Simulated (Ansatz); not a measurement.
BGaH$_{5}$NSi, 9 atoms. Total charge 0; spin multiplicity 1. Correlated methods include outer-core shells of Ga, which these sets cover unevenly. Scalar relativity is left out up to krypton. The bonds changed during the relaxation, so this is another structure than the one it started from. All runs use 2 threads of an Arm Neoverse V1 on a shared host. Correlated methods freeze the cores.

Problem. How many basis functions does each run have, and how long does it take in Ansatz? RKS PBE0-D4/def2-TZVP relaxation (15 steps); RHF-CCSD(T)/def2-TZVPP energy; RKS r2SCANh-D4/def2-TZVPP energy; direct RPA on PBE orbitals/def2-TZVPP energy; RKS ωB97M-V/def2-SVP energy; RKS CAM-B3LYP-D4/def2-TZVPP energy; RKS PBE0-D4/def2-SVP energy; RKS PBE-D4/def2-TZVPP energy and forces; RKS PBE0-D4/def2-TZVPP energy; RKS PBE0-D4/def2-TZVP frequencies; RHF-MP2/def2-QZVPP energy; RHF-CCSD(T)/def2-SVP energy. (Estimate.)

Solution. Ansatz gave: Other jobs shared the machine, so times are rough.

```csv
level,job,functions,wall time,peak host memory (GiB)
RKS PBE0-D4/def2-SVP,energy,103,2.3 s,0.21
RKS PBE-D4/def2-TZVPP,energy and forces,222,4.4 s,0.28
RKS PBE0-D4/def2-TZVPP,energy,222,6 s,0.55
RKS CAM-B3LYP-D4/def2-TZVPP,energy,222,7 s,0.62
RHF-CCSD(T)/def2-SVP,energy,103,9 s,0.4
RKS r2SCANh-D4/def2-TZVPP,energy,222,9.5 s,0.57
direct RPA on PBE orbitals/def2-TZVPP,energy,222,11 s,0.52
RKS ωB97M-V/def2-SVP,energy,103,11 s,0.32
RHF-MP2/def2-QZVPP,energy,423,51 s,2.2
RKS PBE0-D4/def2-TZVP,relaxation (15 steps),177,91 s,0.46
RHF-CCSD(T)/def2-TZVPP,energy,222,3.1 min,3.3
RKS PBE0-D4/def2-TZVP,frequencies,177,3.5 min,0.45
```
